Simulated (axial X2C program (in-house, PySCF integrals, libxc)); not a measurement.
## Mo₂ at several levels of theory

All values were computed with an in-house relativistic program for diatomic molecules. Spin-free means the one-electron spin-free X2C Hamiltonian; two-component (2c) means X2C with spin–orbit coupling and atomic mean-field two-electron Coulomb and Gaunt terms, so the difference of the two also holds small scalar two-electron terms. Basis: Mo dyall-cv3z [11s12p9d5f3g] (cores contracted in-house); Gaussian nuclei, density fitting, unrestricted open shells. Masses: Mo 97.905 u.

State, spin-free: M_S = 5, Λ = 0 (beyond evenly filled blocks: 2 × σα, 2 × π+α, 2 × π-α, 2 × δ+α, 2 × δ-α); electrons by block: σα: 19, σβ: 17, π+α: 10, π+β: 8, π-α: 10, π-β: 8, δ+α: 4, δ+β: 2, δ-α: 4, δ-β: 2. Fragments: Mo + Mo.

State, 2c: Ω = 5 (⟨Sz⟩ = 4.99, ⟨Lz⟩ = 0.01 at PBE0); electrons by block: 1/2: 27, -1/2: 27, 3/2: 12, -3/2: 12, 5/2: 4, -5/2: 2. Fragments: Mo + Mo.

```json
{"Hamiltonian": "spin-free", "level": "B97-3", "Re (Å)": "3.011", "ωe (cm⁻¹)": "146.3", "ωexe (cm⁻¹)": "0.395", "Be (cm⁻¹)": "0.03797", "αe (cm⁻¹)": "0.00014", "De (eV)": "1.14", "k (mdyn/Å)": "0.617"}
{"Hamiltonian": "2c", "level": "PBE0", "Re (Å)": "2.952", "ωe (cm⁻¹)": "154.6", "ωexe (cm⁻¹)": "0.403", "Be (cm⁻¹)": "0.03951", "αe (cm⁻¹)": "0.000138", "De (eV)": "0.114", "k (mdyn/Å)": "0.69"}
{"Hamiltonian": "2c", "level": "HF", "Re (Å)": "3.161", "ωe (cm⁻¹)": "125.3", "ωexe (cm⁻¹)": "0.317", "Be (cm⁻¹)": "0.03446", "αe (cm⁻¹)": "0.00013", "De (eV)": "-1.05", "k (mdyn/Å)": "0.453"}
{"Hamiltonian": "2c", "level": "MP2", "Re (Å)": "3.003", "ωe (cm⁻¹)": "153.9", "ωexe (cm⁻¹)": "0.379", "Be (cm⁻¹)": "0.03818", "αe (cm⁻¹)": "0.000131", "De (eV)": "0.099", "k (mdyn/Å)": "0.683"}
{"Hamiltonian": "2c", "level": "CCSD", "Re (Å)": "3.019", "ωe (cm⁻¹)": "151.0", "ωexe (cm⁻¹)": "0.383", "Be (cm⁻¹)": "0.03777", "αe (cm⁻¹)": "0.000132", "De (eV)": "0.180", "k (mdyn/Å)": "0.657"}
{"Hamiltonian": "2c", "level": "CCSD(T)", "Re (Å)": "3.008", "ωe (cm⁻¹)": "152.7", "ωexe (cm⁻¹)": "0.401", "Be (cm⁻¹)": "0.03806", "αe (cm⁻¹)": "0.000134", "De (eV)": "0.345", "k (mdyn/Å)": "0.673"}
```

Spin-free values that have a 2c row agree with it to the digits that matter (0.001 Å, 0.01 eV) and are not repeated.

Correlated methods: 12 electrons correlated (number of frozen shells: Mo 4 s, 3 p, 1 d), 388 virtual spin orbitals or spinors in MP2, 110 natural virtuals in coupled cluster.

The state is one determinant whose occupation by symmetry is held fixed; it was picked as the lowest of a PBE0 search that is not exhaustive. De is counted from the lowest determinant-based energies of the atoms at the same level, without counterpoise correction. Density functionals use the spin component along the axis (collinear). Coupled cluster ran in a truncated set of natural virtual spinors; the MP2 energy of the rest was added. (T) has no such correction and the atoms are truncated less, which lowers De at CCSD(T) by a hundredth of an eV or more. PBE0 can misorder states that lie within some tenths of an eV, so this need not be the ground state of the molecule. The nearest other spin-free determinant of the search, M_S = 6, Λ = 0, lies 0.34 eV up at the distance of the search. With several unpaired electrons one determinant need not be a pure state. Open-shell Ω = 0 determinants with evenly filled partner blocks cannot be reached by this program, so the Ω shown need not be the lowest component. The determinant is spin-polarised beyond a pure state at some levels (its spin-free form has ⟨S²⟩ too high), which makes Re and μ there less reliable. With the outer-core shells frozen, correlated bond lengths of heavy atoms tend to come out a few hundredths of an ångström too long.

No reliable constants came from B97-3 (2c): no minimum in range, unconverged points, a curve that is not smooth, a change of character along it, or the two Hamiltonians disagreeing along it.

Rough cost a point (2c) on 1 thread(s) of a shared host, integrals apart: PBE0 4 s, HF 3 s, CCSD(T) 20 s.

The whole task took 12 min on 1 thread of Arm Neoverse N1, on a shared host.
